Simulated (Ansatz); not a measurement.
Calculated with Ansatz (gas phase, PBE0-D4/def2-TZVP geometries, no zero-point term in ΔE). CCSD(T)/CBS is the MP2 limit (def2-TZVPP, def2-QZVPP) plus CCSD(T) − MP2 in def2-TZVPP, frozen cores. Functionals use def2-TZVPP. For Mg outer-core shells are correlated without core-valence functions, which leaves a few kJ/mol of doubt a bond. One conformer a species, not always the lowest.

Reaction (redistribution): `C[SiH2]C[SiH2]F` + `[SH][Mg][Cl]` → `C[SiH2]C[SiH2]Cl` + `[F][Mg][SH]`

`C[SiH2]C[SiH2]F`:

Cartesian coordinates in Å:
```
C 1.915 -0.803 1.257
Si 0.973 0.046 -0.116
C -0.883 -0.073 0.153
Si -1.917 0.740 -1.148
F -3.474 0.564 -0.799
H 2.992 -0.729 1.091
H 1.652 -1.862 1.312
H 1.689 -0.346 2.223
H 1.313 -0.577 -1.427
H 1.362 1.482 -0.187
H -1.121 0.378 1.124
H -1.157 -1.132 0.210
H -1.696 0.117 -2.476
H -1.647 2.197 -1.216
```

`[SH][Mg][Cl]`:

```xyz
4

S     0.504    1.085   -1.207
Mg   -0.541   -0.398    0.167
Cl   -1.561   -1.818    1.465
H     1.598    1.130   -0.425
```

`C[SiH2]C[SiH2]Cl`:

```xyz
14

C     1.231   -0.719    1.991
Si    0.254   -0.890    0.408
C    -0.193    0.791   -0.304
Si   -1.162    0.729   -1.883
Cl   -1.583    2.640   -2.542
H     1.487   -1.700    2.398
H     0.656   -0.178    2.746
H     2.161   -0.171    1.817
H    -0.999   -1.656    0.661
H     1.047   -1.646   -0.602
H     0.728    1.356   -0.482
H    -0.775    1.346    0.440
H    -2.461    0.041   -1.690
H    -0.393    0.058   -2.959
```

`[F][Mg][SH]`:

Cartesian coordinates in Å:
```
F -0.505 -2.293 0.833
Mg -0.216 -0.610 0.451
S 0.150 1.587 -0.018
H 0.571 1.315 -1.266
```

```tsv
level	ΔE (kJ/mol)
PBE-D4	47.0
ωB97M-V	58.3
B2PLYP	59.3
PBE0	56.7
MP2/def2-TZVPP	55.3
MP2/def2-QZVPP	53.3
SCS-MP2/def2-QZVPP	56.8
CCSD/CBS(def2)	60.5
```

Task: What does CCSD(T)/CBS give? (Best estimate.)

Result: The calculation gave: +57.6 kJ/mol. The listed levels differ from it by -10.6, 0.7, 1.7, -0.9, -2.3, -4.3, -0.8, 2.9 kJ/mol.

Largest T1 diagnostic among the species: 0.011.

From PBE to PBE0 (25 % exact exchange), in def2-TZVPP and without D4, ΔE moves by +7.1 kJ/mol. The D4 term adds −4.3 kJ/mol with B3LYP and −2.3 kJ/mol with PBE0; it sums over pairs of atoms, weighted by their polarisabilities, and B3LYP, whose exchange is more repulsive, gets the larger term. In def2-TZVPP, CCSD(T) changes the Hartree–Fock value by −22.1 kJ/mol (the triples alone add −2.8 kJ/mol) and MP2 by −26.7 kJ/mol.

B3LYP here is the variant with VWN-RPA as its local correlation; programs differ in this.

CCSD(T)/CBS has its own doubt, a few kJ/mol and more with outer-core shells, so smaller differences from it don't rank the levels.
